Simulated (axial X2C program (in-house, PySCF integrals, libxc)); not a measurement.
# How the levels of PmNC (f4 s2 orbitals) move with the bond length

Calculated with an axial X2C code built on PySCF integrals: two-component X2C with atomic mean-field Coulomb and Gaunt terms, basis Pm dyall-v3z, N dyall-av3z, C dyall-v3z (cores contracted in-house). Orbitals come from Hartree–Fock averaged over the configuration Pm f4 s2; CI then distributes these electrons over the f, s shells of Pm.

At Pm–N–C held linear, bonds 2.240 and 1.170 Å (the second held):

```json
{"Ω": "0", "energy (cm⁻¹)": "0", "g∥": "0.00", "μ (D)": "-4.44", "configuration": "100% f4 s2"}
{"Ω": "1", "energy (cm⁻¹)": "62", "g∥": "1.50", "μ (D)": "-4.44", "configuration": "100% f4 s2"}
{"Ω": "2", "energy (cm⁻¹)": "167", "g∥": "2.63", "μ (D)": "-4.43", "configuration": "100% f4 s2"}
{"Ω": "3", "energy (cm⁻¹)": "202", "g∥": "3.64", "μ (D)": "-4.45", "configuration": "100% f4 s2"}
{"Ω": "4", "energy (cm⁻¹)": "536", "g∥": "5.35", "μ (D)": "-4.43", "configuration": "100% f4 s2"}
{"Ω": "0", "energy (cm⁻¹)": "1513", "g∥": "0.00", "μ (D)": "-4.43", "configuration": "100% f4 s2"}
{"Ω": "1", "energy (cm⁻¹)": "1516", "g∥": "1.73", "μ (D)": "-4.43", "configuration": "100% f4 s2"}
{"Ω": "2", "energy (cm⁻¹)": "1525", "g∥": "3.64", "μ (D)": "-4.44", "configuration": "100% f4 s2"}
{"Ω": "3", "energy (cm⁻¹)": "1602", "g∥": "5.54", "μ (D)": "-4.44", "configuration": "100% f4 s2"}
{"Ω": "4", "energy (cm⁻¹)": "1805", "g∥": "6.88", "μ (D)": "-4.42", "configuration": "100% f4 s2"}
{"Ω": "5", "energy (cm⁻¹)": "1914", "g∥": "9.46", "μ (D)": "-4.43", "configuration": "100% f4 s2"}
{"Ω": "1", "energy (cm⁻¹)": "3123", "g∥": "2.10", "μ (D)": "-4.43", "configuration": "100% f4 s2"}
{"Ω": "0", "energy (cm⁻¹)": "3125", "g∥": "0.00", "μ (D)": "-4.43", "configuration": "100% f4 s2"}
{"Ω": "2", "energy (cm⁻¹)": "3129", "g∥": "4.27", "μ (D)": "-4.44", "configuration": "100% f4 s2"}
```

g∥ is the magnitude of 2⟨Lz + ge Sz⟩ for the +Ω component. μ is positive if the C end is positive. The lowest 14 levels at most are listed.

At Pm–N–C held linear, bonds 2.419 and 1.170 Å (the second held):

```tsv
Ω	energy (cm⁻¹)	g∥	μ (D)	configuration
0	0	0.00	-5.79	100% f4 s2
1	48	1.43	-5.79	100% f4 s2
2	141	2.63	-5.78	100% f4 s2
3	217	3.74	-5.79	100% f4 s2
4	511	5.26	-5.78	100% f4 s2
0	1496	0.00	-5.79	100% f4 s2
1	1502	1.76	-5.79	100% f4 s2
2	1527	3.63	-5.79	100% f4 s2
3	1604	5.49	-5.79	100% f4 s2
4	1774	7.02	-5.78	100% f4 s2
5	1900	9.39	-5.78	100% f4 s2
0	3111	0.00	-5.78	100% f4 s2
1	3114	2.10	-5.78	100% f4 s2
2	3130	4.25	-5.79	100% f4 s2
```

The lowest level lies 1260 cm⁻¹ above the lowest at the first distance.

Q: How does the gap from the lowest to the fifth level change between the two distances?

A: From 536 to 511 cm⁻¹, a factor of 0.95.

There is no dynamic correlation: spin–orbit spacings and, for f shells, spacings inside one term are the most reliable numbers, splittings between terms come out too wide, and energies between configurations are not reliable, so the lowest level need not be the ground state of the molecule. At most 4 roots were kept for each Ω > 0 (twice that for Ω = 0) within 2.2 eV of the lowest, so higher up levels can be missing between those listed; levels with Ω > 0 are doubly degenerate and listed once, Ω = 0 levels singly. The molecule was held linear; bending was not examined.
